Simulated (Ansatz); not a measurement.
An input meant for the cluster Nb2O (charge 0, singlet).

```yaml
crystal:
  periodic: [false, false, false]
  atoms:
    - {symbol: Nb, position_ang: [-0.635764, 0.319846, -0.480213]}
    - {symbol: Nb, position_ang: [-2.033534, 1.221068, -1.781467]}
    - {symbol: O, position_ang: [-0.130102, 1.522287, -1.904219]}
basis:
  gaussian: {orbitals: def2-mTZVPP}
hamiltonian: {xc: {name: RPBE}}
multiplicity: 3
output: {forces: true}
```

```sh
$ ansatz run in.yaml --threads 4 --pin off --events-out ev --progress --plain --max-ram 3916MiB
```

Shortened log:

```
Error: YAML parse error: error: line 10 column 1: unknown field `multiplicity`, expected one of crystal, accuracy, basis, kpoints, hamiltonian, magnetization, projection, total_charge, correlation, batch, efield, external_charges, scf, relax, neb, saddle, md, ramp, phonons, dielectric, real_time, elastic, magnetic_configurations, gw, evaluate, workflow, output, checkpoint, execution
 8 |   gaussian: {orbitals: def2-mTZVPP}
 9 | hamiltonian: {xc: {name: RPBE}}
10 | multiplicity: 3
11 | output: {forces: true}
```

In this input the input holds a key that doesn't belong there (the spin goes under magnetization). The input was rejected before any iteration.
